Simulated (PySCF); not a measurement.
Al(Me)(OMe)(SH) (C2H7AlOS), SMILES C[O][Al]([CH3])[SH].

Geometry: TPSSh-D3(BJ)/def2-SVP. The structure was generated by enumeration; whether it is a known compound was not checked. The values are those of a single conformer.

All values below come from TDDFT-M06-2X/def2-SVPD (PySCF).

Vertical excitations. Isolated molecule, no solvent.

```
state  energy (eV)  λ (nm)      f                                                            main pairs
-----  -----------  ------  -----  --------------------------------------------------------------------
S1            5.98     207  0.052                                                        HOMO→LUMO 81 %
S2            6.40     194  0.006                                    HOMO→LUMO+2 45 %, HOMO→LUMO+4 27 %
S3            6.51     190  0.025                                    HOMO→LUMO+1 68 %, HOMO−1→LUMO 23 %
S4            6.63     187  0.000                                                    HOMO−1→LUMO+1 92 %
S5            6.76     183  0.194                                    HOMO−1→LUMO 68 %, HOMO→LUMO+1 21 %
S6            7.12     174  0.020                                                      HOMO−2→LUMO 70 %
S7            7.27     170  0.028                                                      HOMO−3→LUMO 74 %
S8            7.33     169  0.003                                                    HOMO−3→LUMO+1 94 %
S9            7.52     165  0.052                                                    HOMO−1→LUMO+2 65 %
S10           7.62     163  0.000  HOMO→LUMO+3 53 %, HOMO→LUMO+2 10 %, HOMO−2→LUMO 9 %, HOMO→LUMO+7 8 %
T1            5.74     216      0                                      HOMO→LUMO 67 %, HOMO→LUMO+2 16 %
T2            5.84     212      0                                                      HOMO→LUMO+1 91 %
T3            6.08     204      0                    HOMO→LUMO+2 36 %, HOMO→LUMO+4 29 %, HOMO→LUMO 12 %
T4            6.27     198      0                                                      HOMO−1→LUMO 78 %
```
Triplets are in the Tamm–Dancoff approximation, which puts them higher than full response would, so one can lie above its singlet here.
